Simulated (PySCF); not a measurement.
# Electron correlation in Ar³⁺ (argon, charge +3)

[Ne] 3s2 3p3, high-spin 4S determinant. Calculation: PySCF 2.14, in def2-QZVPPD (10s7p5d2f1g, 79 functions); no relativity, point nucleus. Frozen: [Ne]; 5 electrons correlated.

| level | correlation energy (mhartree) |
| --- | --- |
| CCSD | -130.00 |
| (T) | -3.83 |
| CCSD(T) | -133.83 |

Diagnostics: T1 = 0.0029, D1 = 0.0076, largest double amplitude 0.058.

Cost of the coupled-cluster step: of the order of 16 core-seconds, for 5 correlated electrons.

Iterations:

```
CC2 = 0
CCSD nocc = (np.int64(4), np.int64(1)), nmo = (74, 74)
frozen orbitals [[0, 1, 2, 3, 4], [0, 1, 2, 3, 4]]
max_cycle = 100
direct = 0
conv_tol = 1e-08
conv_tol_normt = 1e-06
diis_space = 8
diis_start_cycle = 0
Init t2, MP2 energy = -0.109609568366125
Init E_corr(UCCSD) = -0.109609568375764
cycle = 1  E_corr(UCCSD) = -0.125294876208375  dE = -0.0156853078  norm(t1,t2) = 0.0351821
cycle = 2  E_corr(UCCSD) = -0.128660204228321  dE = -0.00336532802  norm(t1,t2) = 0.0101432
cycle = 3  E_corr(UCCSD) = -0.130022628056634  dE = -0.00136242383  norm(t1,t2) = 0.00352702
cycle = 4  E_corr(UCCSD) = -0.130001485021201  dE = 2.11430354e-05  norm(t1,t2) = 0.000412673
cycle = 5  E_corr(UCCSD) = -0.130001142899492  dE = 3.4212171e-07  norm(t1,t2) = 2.52249e-05
cycle = 6  E_corr(UCCSD) = -0.130000866751546  dE = 2.76147946e-07  norm(t1,t2) = 1.84989e-06
cycle = 7  E_corr(UCCSD) = -0.130000928204352  dE = -6.14528056e-08  norm(t1,t2) = 2.8118e-07
cycle = 8  E_corr(UCCSD) = -0.13000092294373  dE = 5.26062152e-09  norm(t1,t2) = 5.74935e-08
UCCSD converged
E(UCCSD) = -523.9958005971489  E_corr = -0.1300009229437301
UCCSD(T) correction = -0.00383241972158388
```
